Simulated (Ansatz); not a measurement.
Saddle point of SiH$_{3}$OF$_{3}$, closed shell (SiHOF₃ ([OH][Si]([F])([F])[F]) + H₂ → SiHF₃ ([F][SiH]([F])[F]) + H₂O; bonds formed: Si1–H7, O2–H6; bonds broken: Si1–O2, H6–H7), PBE0-D4/def2-TZVP structure:

```tsv
atom	x (Å)	y (Å)	z (Å)
Si1	0.3968	-0.1375	0.4142
O2	-0.8023	-0.2007	-0.9152
F3	1.2568	-1.3161	-0.2518
F4	0.0790	-0.8113	1.8098
F5	1.4968	1.0055	0.3784
H6	-1.0921	0.7123	-0.3113
H7	-0.7618	1.0339	0.7267
H8	-0.5734	-0.2861	-1.8509
```

Energies are electronic, without zero-point energy. Barriers and step energies count from the start structure reached by relaxing down the imaginary mode; all methods use the PBE0-D4 structures, on which another method's saddle can fall below an end. Computed with Ansatz 0.2.0 (basis: def2-TZVPP, with def2-QZVPP for the basis limit); correlated methods freeze the cores. B3LYP uses VWN-RPA correlation. Extrapolation: Hartree–Fock as exp(−7.88 √X), correlation as X^−2.97.

| method | barrier (eV) | step energy (eV) |
| --- | --- | --- |
| SPW92 | 1.615 | 0.615 |
| PBE-D4 | 2.054 | 0.666 |
| BLYP-D4 | 2.323 | 0.723 |
| r2SCAN-D4 | 2.240 | 0.794 |
| B97M-V | 2.343 | 0.798 |
| PBE0-D4 | ? | 0.700 |
| B3LYP-D4 | ? | 0.741 |
| r2SCAN0-D4 | 2.332 | 0.792 |
| BHLYP-D4 | 2.576 | 0.766 |
| CAM-B3LYP-D4 | 2.372 | 0.739 |
| wB97X-V | 2.357 | 0.725 |
| wB97M-V | ? | 0.731 |
| B2PLYP | 2.452 | 0.765 |
| PBE-QIDH | 2.361 | 0.757 |
| RPA on PBE | 2.478 | 0.748 |
| HF | 3.081 | 0.841 |
| MP2 | 2.466 | 0.804 |
| CCSD | 2.559 | 0.766 |
| CCSD(T) | 2.474 | 0.767 |

Question: Fill in the withheld barriers. (An estimate is asked for; the value comes from the calculation.)

Answer: By the calculation: wB97M-V 2.332; B3LYP-D4 2.406; PBE0-D4 2.210 eV. Each is the energy of the saddle less that of the start structure, by the same method.

For comparison, the barrier by CCSD(T) at an estimated basis limit (MP2 extrapolated from triple and quadruple zeta, plus CCSD(T) − MP2 in triple zeta) is 2.467 eV.

No T1 diagnostic of these runs exceeds 0.012.

Labels in which every atom is bracketed show which atoms are joined, not bond orders.

For scale, one of the runs: CCSD(T)/def2-TZVPP, 208 basis functions, launched by `ansatz run in.yaml --threads 4 --pin off --events-out ev --progress --plain --max-ram 9574MiB`. The run took 2.4 min on 4 CPU threads of an Intel Xeon (shared host), with 3.1 GiB of host memory at its peak.
